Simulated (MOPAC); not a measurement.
MOPAC input (AM1):

```
AM1 PRECISE GNORM=0.05 LET XYZ CHARGE=-1 GEO-OK AUX(PRECISION=9) THREADS=1
C3HO

C    -1.98162200 1    0.05350200 1   -0.04955700 1
C    -0.64661300 1   -0.10769500 1   -0.02088100 1
C     0.61059900 1    0.08118800 1    0.01894600 1
O     1.82236800 1    0.09828200 1    0.05112500 1
H    -2.47313000 1   -0.94822800 1   -0.10005000 1
```

From the output:

```
                                                       MOPAC v23.2.5 Linux

          FINAL HEAT OF FORMATION =         33.00859 KCAL/MOL =     138.10793 KJ/MOL

          COSMO AREA              =         92.36 SQUARE ANGSTROMS
          COSMO VOLUME            =         73.92 CUBIC ANGSTROMS

          GRADIENT NORM           =          0.04915          =       0.02198 PER ATOM
          IONIZATION POTENTIAL    =          1.868611 EV
          HOMO LUMO ENERGIES (EV) =         -1.869  6.652
          NO. OF FILLED LEVELS    =         10
          MOLECULAR WEIGHT        =         53.0403         POINT GROUP:  Cs

          MOLECULAR DIMENSIONS (Angstroms)

            Atom       Atom       Distance
            H     5    O     4     4.62639
            O     4    C     3     0.67019
            C     1    C     2     0.00002

          SCF CALCULATIONS        =         35

   ATOM   CHEMICAL          X               Y               Z
  NUMBER   SYMBOL      (ANGSTROMS)     (ANGSTROMS)     (ANGSTROMS)

     1       C         -1.84728549  *  -0.11953191  *  -0.05256752  *
     2       C         -0.63993374  *  -0.02035366  *  -0.01742914  *
     3       C          0.75013167  *  -0.39867982  *   0.00452862  *
     4       O          1.68492240  *   0.40949516  *   0.05925611  *
     5       H         -2.89399242  *  -0.23580942  *  -0.08419973  *

                             CARTESIAN COORDINATES

   1    C       -1.847285486    -0.119531909    -0.052567516
   2    C       -0.639933741    -0.020353659    -0.017429136
   3    C        0.750131675    -0.398679823     0.004528619
   4    O        1.684922398     0.409495161     0.059256109
   5    H       -2.893992421    -0.235809416    -0.084199727

           Empirical Formula: C3 H O  =     5 atoms

      MOLECULAR POINT GROUP   :   Cs

                  EIGENVALUES
 -31.67053 -27.19889 -18.29883 -12.81282  -9.81400  -8.06545  -7.95924  -5.53211
  -5.49641  -1.86861   6.65210   7.50240   9.01709   9.16271  10.95381  12.51009
  13.38551

              NET ATOMIC CHARGES AND DIPOLE CONTRIBUTIONS

  ATOM NO.   TYPE          CHARGE      No. of ELECS.   s-Pop       p-Pop
    1          C          -0.491249        4.4912     1.25639     3.23486
    2          C          -0.145435        4.1454     1.33468     2.81075
    3          C          -0.073117        4.0731     1.59471     2.47840
    4          O          -0.449575        6.4496     1.90513     4.54444
    5          H           0.159376        0.8406     0.84062
 DIPOLE           X         Y         Z       TOTAL
 POINT-CHG.    -1.024    -0.643    -0.051     1.210
 HYBRID        -1.059     0.999     0.010     1.456
 SUM           -2.083     0.356    -0.041     2.114

          ATOMIC ORBITAL ELECTRON POPULATIONS

     Atom    s        px        py        pz
    1  C   1.25639   0.94587   1.26855   1.02044
    2  C   1.33468   0.98016   0.87397   0.95661
    3  C   1.59471   0.74896   1.15822   0.57122
    4  O   1.90513   1.47124   1.62054   1.45267
    5  H   0.84062

 **********************
 *                    *
 * JOB ENDED NORMALLY *
 *                    *
 **********************

 == MOPAC DONE ==
```

The dipole moment of an ion depends on the origin.

The geometry given is a B3LYP-D3(BJ)/def2-TZVP minimum.
